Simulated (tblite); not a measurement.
C₅H₄FS (doublet state).
Numbering: `[CH2:1]=[C:2][C:3](=[C:4]=[S:5])[CH2:6][F:7]` (hydrogens: H8, H9 on C1; H10, H11 on C6)

Computed geometry: GFN2-xTB, gas phase. This method treats the open shell by occupation alone, without spin polarisation.

Question: What internal coordinates does the optimisation give?

Answer: 
```json
{"bond": "C1=C2", "length (Å)": "1.290", "order": "double"}
{"bond": "C2–C3", "length (Å)": "1.343", "order": "single"}
{"bond": "C3=C4", "length (Å)": "1.371", "order": "double"}
{"bond": "C4=S5", "length (Å)": "1.564", "order": "double"}
{"bond": "C3–C6", "length (Å)": "1.513", "order": "single"}
{"bond": "C6–F7", "length (Å)": "1.375", "order": "single"}
{"bond": "C1–H8", "length (Å)": "1.080", "order": "single"}
{"bond": "C1–H9", "length (Å)": "1.083", "order": "single"}
{"bond": "C6–H10, C6–H11", "length (Å)": "1.095", "order": "single"}
```

Bonds in one row agree within 0.01 Å and their mean is given. Orders are formal, as drawn. A selection of angles:
```json
{"angle": "C2–C1–H8", "degrees": "121.7"}
{"angle": "C2–C1–H9", "degrees": "122.5"}
{"angle": "H8–C1–H9", "degrees": "115.7"}
{"angle": "C1–C2–C3", "degrees": "169.3"}
{"angle": "C2–C3–C4", "degrees": "118.5"}
{"angle": "C2–C3–C6", "degrees": "121.1"}
{"angle": "C4–C3–C6", "degrees": "119.9"}
{"angle": "C3–C4–S5", "degrees": "154.1"}
{"angle": "C3–C6–F7", "degrees": "111.0"}
{"angle": "C3–C6–H10", "degrees": "110.8"}
{"angle": "F7–C6–H10", "degrees": "106.9"}
{"angle": "H10–C6–H11", "degrees": "110.8"}
```

Dihedral angles: C2–C3–C4–S5 -47° (synclinal); C2–C3–C6–F7 -65° (synclinal). The mirror-image conformer, all signs reversed, is as good.

The C–C distances run from 1.290 Å (C1=C2, drawn double in a drawing that doesn't fit all lengths) to 1.513 Å (C3–C6, drawn single in a drawing that doesn't fit all lengths), a spread of 0.223 Å. C3 (carbon bonded to 3 C) is planar (angles 121.1°, 119.9° and 118.5°, sum 359.5°, 0.06 Å off the plane of its three neighbours). C1 (carbon bonded to C and 2 H) is planar (angles 122.5°, 121.7° and 115.7°, sum 360.0°, 0.01 Å off the plane of its three neighbours).

Point group: C1 (no symmetry element, even within 0.4 Å). Its GFN2-xTB frequencies are all real (lowest 21 cm⁻¹). 3 starts were optimised and ended at 0.00, 0.05 and 0.14 kcal/mol (GFN2-xTB); the lowest of these is shown.
